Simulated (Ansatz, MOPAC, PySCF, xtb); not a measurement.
Pair of molecules: N2 (SMILES N#N) (first 2 atoms) with H4OSi (SMILES O[SiH3]); geometry from B3LYP-D3(BJ)/def2-TZVP, rigid monomers moved along the line of their centres of mass till N2···H5 is 2.57 Å.
(charge 0, multiplicity 1):
```xyz
8

N      0.1531    -0.6464    -1.1456
N      0.3604    -0.4633    -0.0912
O      0.8601     0.1371     3.3439
Si    -0.5339     0.2509     4.2183
H      0.7929    -0.0279     2.3994
H     -1.3940     1.3631     3.7406
H     -0.1242     0.5025     5.6142
H     -1.3312    -0.9998     4.1482
```

Counterpoise-corrected where a basis set is named; no monomer relaxation.

The state that PM3 reach isn't checked.

The values were computed with Ansatz (Gaussian basis) for Hartree–Fock, density functionals and correlated methods; MOPAC for PM3 (differences of heats of formation); PySCF for the dispersion terms; xtb for the GFN methods. 

Task: One of these levels gives -52.0 meV for the interaction energy. Name it.
A. GFN1-xTB
B. PBE-D4/def2-TZVPPD
C. PM3

Result: A, GFN1-xTB. The others give 8.2 (PM3), -66.8 (PBE-D4/def2-TZVPPD)

Ansatz is a quantum-chemistry and plane-wave program.
